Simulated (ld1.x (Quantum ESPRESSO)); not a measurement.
**What the settings do to the ultrasoft potential of carbon**

Base potential:

carbon (C), ultrasoft, made with ld1.x (Quantum ESPRESSO) 7.5 (LDA (PZ), scalar-relativistic). Core [He], reference 2s2 2p0 (charge +2). Waves: 2s (bound): rcut 0.75, rcutus 0.85 bohr; 2s channel at -1.2 Ry: rcut 0.75, rcutus 0.85 bohr; 2p (bound, empty): rcut 2.25, rcutus 2.75 bohr; 2p channel at -0.3 Ry: rcut 2.25, rcutus 2.75 bohr; 3d channel at 0.4 Ry: rcut 2.30, rcutus 2.45 bohr. Local part: all-electron potential smoothed inside 0.75 bohr (lloc = -2). Core correction: none. Augmentation charge: built from norm-conserving waves at rcut, not smoothed further.

Cutoffs, loose and tight: the cutoffs (Ry, on a coarse ladder) from which the occupation-weighted sum of valence levels, in a spherical-Bessel basis at the reference potential, stays within 10 and 1 mRy of its value at 400 Ry. They do not see the model core or the augmentation charge, which bear on the density cutoff. Test errors are all-electron minus pseudo excitation energies from the reference, over the configurations 2s2 2p2; 2s2 2p1; 2s1 2p0; 2s1 2p3; 2s0 2p4; 2s1 2p2; 2s2 2p2.3 (two spin-polarised tests are not counted in the largest error). A dash means not determined; rows that change the core or the reference have their own tests. The largest error is taken over the tests solved by every variant that gives reliable tests at all: 2s1 2p0; 2s1 2p2; 2s1 2p3; 2s2 2p1; 2s2 2p2.

A true bound ghost makes a file unfit for plane-wave use even where its test errors are small: the radial tests pick states by their node count and pass the ghost by.

Cutoffs are not given where the Bessel-basis levels miss the radial ones by over 6 mRy, ghosts where they miss by over 20 mRy; a channel whose overlap is not positive is not tested.

A file whose overlap is not positive is unfit for use, and its test errors describe a broken file.

```csv
change,outcome,"cutoff, loose","cutoff, tight",bound ghosts,largest test error (meV)
base,generated,40 Ry,60 Ry,p,-924
"wave 2p channel at -0.3 Ry: rcut 2.25, rcutus 2.75 bohr becomes 2p channel at -2.03 Ry: rcut 2.25, rcutus 2.75 bohr",generated,40 Ry,60 Ry,p,-947
"wave 2p channel at -0.3 Ry: rcut 2.25, rcutus 2.75 bohr becomes 2p channel at -1.39 Ry: rcut 2.25, rcutus 2.75 bohr","generated, overlap not positive",–,–,not determined (overlap not positive),-1571
"wave 2p channel at -0.3 Ry: rcut 2.25, rcutus 2.75 bohr becomes 2p channel at -1.04 Ry: rcut 2.25, rcutus 2.75 bohr","generated, overlap not positive",–,–,not determined (overlap not positive),-1599
"wave 2p channel at -0.3 Ry: rcut 2.25, rcutus 2.75 bohr becomes 2p channel at 0.09 Ry: rcut 2.25, rcutus 2.75 bohr",generated,40 Ry,60 Ry,p,-861
"wave 2p channel at -0.3 Ry: rcut 2.25, rcutus 2.75 bohr becomes 2p channel at 1.86 Ry: rcut 2.25, rcutus 2.75 bohr",generated,40 Ry,60 Ry,p,-528
"wave 2p channel at -0.3 Ry: rcut 2.25, rcutus 2.75 bohr becomes 2p channel at 4.79 Ry: rcut 2.25, rcutus 2.75 bohr",generated,40 Ry,60 Ry,p,+190
```

What comes out with this change to the base: wave 2p channel at -0.3 Ry: rcut 2.25, rcutus 2.75 bohr becomes 2p channel at -1.78 Ry: rcut 2.25, rcutus 2.75 bohr?

outcome: generated, overlap not positive; bound ghosts: not determined (overlap not positive); largest test error (meV): -1159. A file whose overlap is not positive is unfit for use, and its test errors describe a broken file.

What comes out with this change to the base: wave 2p channel at -0.3 Ry: rcut 2.25, rcutus 2.75 bohr becomes 2p channel at -2.15 Ry: rcut 2.25, rcutus 2.75 bohr?

outcome: generated; cutoff, loose: 40 Ry; cutoff, tight: 60 Ry; bound ghosts: p; largest test error (meV): +964.

What comes out with this change to the base: wave 2p channel at -0.3 Ry: rcut 2.25, rcutus 2.75 bohr becomes 2p channel at -2.22 Ry: rcut 2.25, rcutus 2.75 bohr?

outcome: generated; cutoff, loose: 40 Ry; cutoff, tight: 60 Ry; bound ghosts: none; largest test error (meV): +687.
